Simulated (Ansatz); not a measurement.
`CN(C)BN`. The species carries charge 0 and has multiplicity 1.

Cartesian coordinates in Å:
```
C 0.859 -0.709 -0.864
N -0.191 0.049 -0.240
C -1.248 0.406 -1.149
B -0.219 0.417 1.121
N 0.786 0.090 2.057
H 1.649 -0.952 -0.153
H 0.481 -1.654 -1.277
H 1.318 -0.150 -1.691
H -2.012 0.978 -0.623
H -0.873 1.016 -1.982
H -1.722 -0.485 -1.584
H -1.160 1.053 1.510
H 1.617 -0.437 1.861
H 0.714 0.380 3.014
```

List the harmonic frequencies (cm⁻¹, unscaled) at PBE0-D4/def2-TZVP in Ansatz. (Estimate.)

Computed: 52, 185, 233, 267, 273, 361, 399, 500, 537, 779, 901, 954, 1087, 1088, 1121, 1141, 1173, 1259, 1313, 1439, 1455, 1470, 1481, 1489, 1499, 1560, 1640, 2592, 2993, 3002, 3031, 3041, 3137, 3145, 3647, 3745.

Is this a minimum?

Yes, all 36 modes are real.

Give the ideal-gas thermochemistry at 298.15 K and 1 bar (rigid rotor, harmonic oscillator; point group Cs, symmetry number 1).

Zero-point energy 322.9 kJ/mol; H(298) − E = 344.1 kJ/mol; entropy 338.1 J/(mol·K), of which translation 162.2, rotation 107.7, vibration 68.1; G(298) − E = 243.3 kJ/mol. Modes under 100 cm⁻¹ are hindered rotations or soft bends, so the harmonic entropy is rough.

Rotational constants (cm⁻¹)?

0.2958, 0.12, 0.08818.
